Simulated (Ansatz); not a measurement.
Total energies of Sn(N(SiH3)2)2 (Si₄SnN₂H₁₂) from Ansatz at PBE0-D4/def2-TZVP, gas phase (1 Eh = 27.2114 eV = 2625.5 kJ/mol). The reference geometry is relaxed at r2SCAN-D4/def2-SVP.

| state | geometry | energy (Eh) |
| --- | --- | --- |
| charge 0 singlet | reference | -1488.57692 |
| charge 1 doublet | reference | -1488.26007 |
| charge 1 doublet | relaxed at r2SCAN-D4/def2-SVP | -1488.26943 |
| free Sn atom (triplet) | – | -214.25870 |
| free N atom (quartet) | – | -54.54382 |
| free Si atom (triplet) | – | -289.24943 |
| free H atom (doublet) | – | -0.50104 |

In the def2 sets Sn takes a core potential; there is no spin–orbit coupling.

Problem. Work out the vertical ionisation energy to the doublet.

Solution. E(charge 1 doublet) − E(charge 0 singlet) = -1488.26007 − (-1488.57692) = 0.31685 Eh = 8.62 eV. For comparison, −ε of the highest occupied level is 7.13 eV at this level, 1.49 eV less.

Problem. How much does the charge 1 doublet relax, and what is the adiabatic ionisation energy?

Solution. Relaxation: -1488.26007 − (-1488.26943) = 0.00936 Eh = 0.25 eV. Adiabatic ionisation energy: 0.30749 Eh = 8.37 eV, without zero-point energy. 

Problem. What is the binding energy per atom against free atoms?

Solution. Atoms: 1 × (-214.25870) + 2 × (-54.54382) + 4 × (-289.24943) + 12 × (-0.50104) = -1486.35654 Eh. Binding: -1486.35654 − (-1488.57692) = 2.22038 Eh = 60.42 eV, or 3.18 eV for each of 19 atoms (no zero-point energy, no counterpoise term).
